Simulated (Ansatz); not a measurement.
Species: TaO2F, charge 0, multiplicity 1. SMILES: [O]=[Ta](=[O])[F]
Structure (B3LYP-D3(BJ)/def2-TZVP (Ansatz, a quantum-chemistry and plane-wave program) minimum search):
```xyz
4

Ta     0.0398    -0.0535    -0.1459
O     -1.3777    -0.9594     0.3002
O     -0.4690     1.5933    -0.3875
F      1.3190    -0.1299     1.2607
```

Wanted: atomisation energy, in kcal/mol. Terms: LANL2DZ with its own core potentials from Na on; def2 sets with scalar-relativistic core potentials past Kr; open shells spin-unrestricted; no spin-orbit coupling; six Cartesian d functions in 6-31G* and its kin unless marked 5d; atomisation electronic, to ground-state atoms; dispersion terms only where a functional's name holds one. Ab initio and DFT rows: single points at B3LYP-D3(BJ) geometries (Ansatz).

| species | coefficient | E at B3LYP/6-31G* with LANL2DZ past Ar (Ansatz), Eh | E at PBE/def2-TZVPD (Ansatz), Eh |
|---|---|---|---|
| [O]=[Ta](=[O])[F] | -1 | -308.22636 | -307.36796 |
| F atom | +1 | -99.71553 | -99.67049 |
| O atom | +2 | -75.06062 | -75.01069 |
| Ta atom | +1 | -57.63785 | -56.85728 |

 1 Eh = 627.5095 kcal/mol.

Problem. Compute it at each level from the table.

Solution. 
- B3LYP/6-31G* with LANL2DZ past Ar: the sum of coefficient times E is 0.75174 Eh, or 471.72 kcal/mol. Result: 471.7 kcal/mol.
- PBE/def2-TZVPD: the sum of coefficient times E is 0.81881 Eh, or 513.81 kcal/mol. Result: 513.8 kcal/mol.
